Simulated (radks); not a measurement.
Pb2+, configuration [Xe] 4f13.5 5d10 6s2 6p0.5 (fractional occupations, a model configuration). Calculated with a radial shooting solver on a logarithmic mesh with Libxc functionals: scalar-relativistic Kohn-Sham, BLYP, spin-unpolarised, spherical densities, finite nucleus; Fermi nuclear charge, rms radius 5.5012 fm.

Local quantities along the radius. ELF = 1/(1 + alpha^2) is the electron localisation function; alpha = (tau - tau_W)/tau_unif compares the Pauli kinetic energy density with that of the uniform gas. tau is taken from the large components.

```
   r/bohr * ELF (the largest magnitude, 1, reaches the edge; | marks zero)
  0.00061 |                                                      *
0.0007101 |                                                      *
0.0008267 |                                                      *
0.0009624 |                                                      *
  0.00112 |                                                      *
 0.001304 |                                                      *
 0.001518 |                                                      *
 0.001768 |                                                      *
 0.002058 |                                                      *
 0.002396 |                                                      *
 0.002789 |                                                      *
 0.003247 |                                                      *
  0.00378 |                                                      *
   0.0044 |                                                      *
 0.005123 |                                                      *
 0.005964 |                                                      *
 0.006943 |                                                     *
 0.008082 |                                                     *
 0.009409 |                                                   *
  0.01095 |                                                 *
  0.01275 |                                           *
  0.01485 |                                   *
  0.01728 |                          *
  0.02012 |                   *
  0.02342 |                 *
  0.02727 |                    *
  0.03174 |                          *
  0.03695 |                                  *
  0.04302 |                                       *
  0.05008 |                                        *
   0.0583 |                                    *
  0.06788 |                            *
  0.07839 |                     *
  0.09126 |                  *
   0.1062 |                        *
   0.1237 |                                 *
    0.144 |                                      *
   0.1676 |                                    *
   0.1951 |                          *
   0.2272 |                *
   0.2645 |                 *
   0.3079 |                             *
   0.3584 |                                     *
   0.4172 |                                      *
   0.4857 |                                *
   0.5655 |                     *
   0.6583 |                *
   0.7664 |                      *
   0.8922 |                                *
    1.039 |                                    *
    1.209 |                                 *
    1.408 |                           *
    1.639 |                      *
    1.908 |                   *
    2.221 |                   *
    2.586 |                   *
     3.01 |                *
    3.504 |          *
    4.079 |    *
    4.749 |*
    5.529 *
    6.436 *
    7.493 *
```

On this mesh the ELF has minima near r = 0.023, 0.091, 0.23, 0.66 bohr, which separate the shells, and maxima near 0.050 (0.74), 0.14 (0.71), 0.42 (0.71), 1.0 (0.67).
